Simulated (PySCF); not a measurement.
Sn(H)2(Et)(NH2) (C2H9NSn), SMILES [SnH2]([NH2])[CH2]C.

Coordinates come from a r2SCAN-D4/def2-SVP optimisation. The structure was generated by enumeration; whether it is a known compound was not checked. The def2 effective core potentials stand for the cores of Sn; spin–orbit coupling is left out. Other conformers were not sampled.

Two levels are set side by side: TDDFT-PBE/def2-SVPD (PySCF) and TDDFT-B3LYP/def2-SVPD (PySCF). Vertical, same geometry. The lowest singlet is HOMO→LUMO 88 % with PBE and HOMO→LUMO 98 % with the other functional; states are paired by order. Differences are taken from unrounded values.

| quantity | TDDFT-PBE |
|---|---|
| lowest singlet excitation (eV) | 5.15 |
| lowest triplet excitation (TDA) (eV) | 4.73 |
| first bright state (f over 0.05) (eV) | 6.92 |
| its oscillator strength | 0.19 |

Task: These are the TDDFT-PBE values. What does TDDFT-B3LYP give? (The exact figures need the calculation; the answer reports its results.)

Result: 
```tsv
quantity	TDDFT-B3LYP	TDDFT-PBE minus TDDFT-B3LYP
lowest singlet excitation (eV)	5.58	-0.42
lowest triplet excitation (TDA) (eV)	5.04	-0.31
first bright state (f over 0.05) (eV)	6.23	0.69
its oscillator strength	0.05	0.14
```

A lower first singlet is the usual sign of a functional without exact exchange. Differences between two approximate levels are no errors against the true value.

Rough cost on one machine, each run with all the roots and properties that it gave: TDDFT-B3LYP against TDDFT-PBE about 3 times.
